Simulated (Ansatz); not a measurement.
Geometry optimisation, RKS r2SCAN-D4/cc-pVDZ (Ansatz).

Input file:

```yaml
crystal:
  periodic: [false, false, false]
  atoms:
    - { symbol: C, position_ang: [-1.0192, 0.4304, 1.1585] }
    - { symbol: C, position_ang: [-0.223, 0.1385, 0.156] }
    - { symbol: Si, position_ang: [0.8697, -1.3343, 0.229] }
    - { symbol: C, position_ang: [-0.0207, 0.9419, -1.1213] }
    - { symbol: F, position_ang: [-0.9388, 1.994, -1.1407] }
    - { symbol: H, position_ang: [-1.71, 1.3652, 1.058] }
    - { symbol: H, position_ang: [-1.128, -0.0956, 2.0701] }
    - { symbol: H, position_ang: [0.6352, -2.2285, -0.8949] }
    - { symbol: H, position_ang: [0.7206, -2.0391, 1.5701] }
    - { symbol: H, position_ang: [2.3128, -0.8841, 0.1455] }
    - { symbol: H, position_ang: [-0.3593, 0.3214, -1.9696] }
    - { symbol: H, position_ang: [0.9376, 1.335, -1.2268] }
basis:
  gaussian: { orbitals: cc-pVDZ }
hamiltonian:
  xc: r2scan
  dispersion: d4
relax:
  f_tol: 0.02
  max_steps: 50
```

Run as:

```bash
$ ansatz run input.yaml --threads 2 --pin off --max-ram 3072MiB --backend cpu --events-out ev --progress --plain --runs-dir out
```

Question: Where does it end, and by what steps?

Answer: It converged. After 6 steps the energy has fallen by 0.426 eV; H8 moved furthest, 0.11 Å.

| step | energy less start (eV) | largest force component (eV/Å) | accepted |
| --- | --- | --- | --- |
| 0 | 0.0000 | 4.127 | yes |
| 1 | -0.3572 | 1.358 | yes |
| 2 | -0.3930 | 0.855 | yes |
| 3 | -0.4102 | 0.299 | yes |
| 4 | -0.4202 | 0.333 | yes |
| 5 | -0.4253 | 0.083 | yes |
| 6 | -0.4259 | 0.018 | yes |

```xyz
12
Properties=species:S:1:pos:R:3
C -1.039 0.474 1.122
C -0.190 0.147 0.132
Si 0.932 -1.364 0.269
C -0.111 0.977 -1.116
F -0.987 2.056 -1.084
H -1.688 1.352 1.035
H -1.108 -0.120 2.037
H 0.656 -2.325 -0.850
H 0.684 -2.032 1.582
H 2.374 -0.960 0.170
H -0.358 0.366 -2.006
H 0.912 1.374 -1.257
```

Run time: 35 s on 2 threads of Arm Neoverse V1 (shared host), peak memory 0.17 GiB.
